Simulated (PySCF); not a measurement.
C₃H₈OSi₂. Atoms are numbered in the order given.

```xyz
14

C      2.9663    -0.4385     0.2652
O      1.7482     0.2689     0.2361
Si     0.2268    -0.3903     0.4199
C     -0.7057    -0.9457    -1.1292
C     -1.8226    -0.1709    -1.1358
Si    -1.6271     1.0372     0.3178
H      3.7854     0.2687     0.4714
H      3.1739    -0.9292    -0.7037
H      2.9769    -1.2166     1.0523
H      0.3255    -1.4627     1.4630
H     -0.5151    -1.7243    -1.8805
H     -2.6271    -0.2843    -1.8752
H     -2.7134     1.0121     1.3451
H     -1.4153     2.4579    -0.0907
```

Geometry: B3LYP-D3(BJ)/def2-SVP. The structure was generated by enumeration; whether it is a known compound was not checked. Other conformers were not sampled.

Calculation: TDDFT-PBE/def2-SVPD run with PySCF 2.14.0.

Vertical excitations. Gas-phase values at a fixed geometry.

**Question.** List the lowest excited states. (The exact figures need the calculation; the answer reports its results.)

**Answer.** 
```json
[
 {"state": "S1", "energy (eV)": "4.56", "λ (nm)": "272", "f": "0.003", "main pairs": "HOMO→LUMO 98 %"},
 {"state": "S2", "energy (eV)": "4.88", "λ (nm)": "254", "f": "0.001", "main pairs": "HOMO−1→LUMO 98 %"},
 {"state": "S3", "energy (eV)": "5.57", "λ (nm)": "223", "f": "0.004", "main pairs": "HOMO−3→LUMO 76 %"},
 {"state": "S4", "energy (eV)": "5.62", "λ (nm)": "221", "f": "0.007", "main pairs": "HOMO→LUMO+1 81 %"},
 {"state": "S5", "energy (eV)": "5.77", "λ (nm)": "215", "f": "0.015", "main pairs": "HOMO−4→LUMO 57 %, HOMO−3→LUMO 15 %, HOMO−2→LUMO 11 %"},
 {"state": "S6", "energy (eV)": "5.98", "λ (nm)": "207", "f": "0.003", "main pairs": "HOMO→LUMO+2 52 %, HOMO−2→LUMO 18 %"},
 {"state": "S7", "energy (eV)": "6.07", "λ (nm)": "204", "f": "0.023", "main pairs": "HOMO−1→LUMO+1 64 %, HOMO→LUMO+2 14 %"},
 {"state": "S8", "energy (eV)": "6.15", "λ (nm)": "202", "f": "0.041", "main pairs": "HOMO−2→LUMO 19 %, HOMO−2→LUMO+1 19 %, HOMO−1→LUMO+2 12 %, HOMO−1→LUMO+1 12 %"},
 {"state": "S9", "energy (eV)": "6.34", "λ (nm)": "196", "f": "0.022", "main pairs": "HOMO→LUMO+3 44 %, HOMO−1→LUMO+2 28 %, HOMO−2→LUMO+1 13 %"},
 {"state": "S10", "energy (eV)": "6.35", "λ (nm)": "195", "f": "0.023", "main pairs": "HOMO→LUMO+3 41 %, HOMO−2→LUMO+1 31 %, HOMO−1→LUMO+2 14 %, HOMO−2→LUMO+2 7 %"},
 {"state": "T1", "energy (eV)": "4.17", "λ (nm)": "297", "f": "0", "main pairs": "HOMO→LUMO 58 %, HOMO−2→LUMO 37 %"},
 {"state": "T2", "energy (eV)": "4.42", "λ (nm)": "281", "f": "0", "main pairs": "HOMO−2→LUMO 49 %, HOMO→LUMO 39 %"},
 {"state": "T3", "energy (eV)": "4.68", "λ (nm)": "265", "f": "0", "main pairs": "HOMO−1→LUMO 89 %"},
 {"state": "T4", "energy (eV)": "5.25", "λ (nm)": "236", "f": "0", "main pairs": "HOMO→LUMO+1 75 %"}
]
```
Triplets are in the Tamm–Dancoff approximation, which puts them higher than full response would, so one can lie above its singlet here.
